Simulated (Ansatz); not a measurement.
CH₆InN, closed shell: at the start structure of a reaction step.

Input (in.yaml):

```yaml
crystal:
  periodic: [false, false, false]
  atoms:
    - {symbol: In, position_ang: [-0.408499, -0.687193, -0.271967]}
    - {symbol: H, position_ang: [-1.134157, -2.182437, -0.703402]}
    - {symbol: N, position_ang: [-1.131732, 0.903419, -1.273520]}
    - {symbol: H, position_ang: [-1.855689, 0.856608, -1.970708]}
    - {symbol: C, position_ang: [1.132369, -0.240854, 1.150349]}
    - {symbol: H, position_ang: [-0.817313, 1.850116, -1.140719]}
    - {symbol: H, position_ang: [1.352312, 0.827002, 1.149743]}
    - {symbol: H, position_ang: [0.818970, -0.536685, 2.153076]}
    - {symbol: H, position_ang: [2.043639, -0.789978, 0.907147]}
basis:
  gaussian: {orbitals: def2-TZVPP}
hamiltonian: {xc: lda}
```

Launched with

```bash
ansatz run in.yaml --threads 4 --pin off --events-out ev --progress --plain --max-ram 9574MiB
```

Output of Ansatz 0.2.0:

```
Functional definition: SPW92
  name "SPW92"
  cite "Dirac, Proc. Camb. Phil. Soc. 26, 376 (1930) doi:10.1017/S0305004100016108"
  cite "Slater, Phys. Rev. 81, 385 (1951) doi:10.1103/PhysRev.81.385"
  cite "Perdew & Wang, Phys. Rev. B 45, 13244 (1992) doi:10.1103/PhysRevB.45.13244"
  exchange = slater_x
  correlation = pw_c
1077 factors; their error is unknown
mean field evaluation 1: about -7745.1101 eV, gradient 1.0e2 eV
mean field evaluation 2: about -7655.7361 eV, gradient 1.8e2 eV
mean field evaluation 4: about -7766.1888 eV, gradient 2.6e1 eV
mean field evaluation 8: about -7767.7247 eV, gradient 2.4e-1 eV
mean field evaluation 16: about -7767.7165 eV, gradient 2.6e-4 eV
mean field -7767.71645297 eV, -285.4583144995 hartree, gradient 5.6e-5 eV, S^2 0.000000; 0 other end points of the search recorded, 0 dependent functions left out
reference -7767.71650680 eV, -285.4583164775 hartree; 20, 20 occupied and 176, 176 virtual orbitals, 1077 factors
Total energy: -7767.71650680 eV, -285.4583164775 hartree
```

The lines “mean field evaluation” count trial sets of orbitals through the whole run, from several starts and some on an approximate energy, so they need not fall steadily or lie above the final value.

The run took about 0.8 s on 4 CPU threads of an Arm Neoverse V1 (shared host).
